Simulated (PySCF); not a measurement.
C2H4AlClO, SMILES [OH][Al]([CH]=C)[Cl]. Heavy atoms are numbered as in [Al:1]([Cl:2])([CH:3]=[CH2:4])[OH:8]. Hydrogens are named by the atom that carries them.

Geometry optimised at r2SCAN-D4/def2-SVP. The structure was generated by enumeration; whether it is a known compound was not checked. One conformer was computed; it need not be the lowest.

The numbers are results of PBE0/pcSseg-1 (PySCF), not measurements.

GIAO shieldings, no solvent; atoms alike by connectivity are averaged. δ = σ(ref) − σ: ³⁵Cl against HCl (σ = 945.9 ppm); ¹³C against TMS (σ = 186.3 ppm); ¹H against TMS (σ = 31.56 ppm); ¹⁷O against H2O (σ = 334.2 ppm), references at their B3LYP-D3(BJ)/def2-TZVP geometries, non-relativistic (without spin–orbit terms, shifts of atoms bonded to Cl or Br come out too high).

Computed chemical shifts:
```json
[
 {"nucleus": "³⁵Cl", "atoms": "Cl2", "count": "1", "δ (ppm)": "-0.8"},
 {"nucleus": "¹³C", "atoms": "C4 (CH2)", "count": "1", "δ (ppm)": "161.3"},
 {"nucleus": "¹³C", "atoms": "C3 (CH)", "count": "1", "δ (ppm)": "141.2"},
 {"nucleus": "¹H", "atoms": "H on C4", "count": "2", "δ (ppm)": "7.19"},
 {"nucleus": "¹H", "atoms": "H on C3", "count": "1", "δ (ppm)": "6.39"},
 {"nucleus": "¹H", "atoms": "H on O8", "count": "1", "δ (ppm)": "2.50"},
 {"nucleus": "¹⁷O", "atoms": "O8 (OH)", "count": "1", "δ (ppm)": "46.2"}
]
```
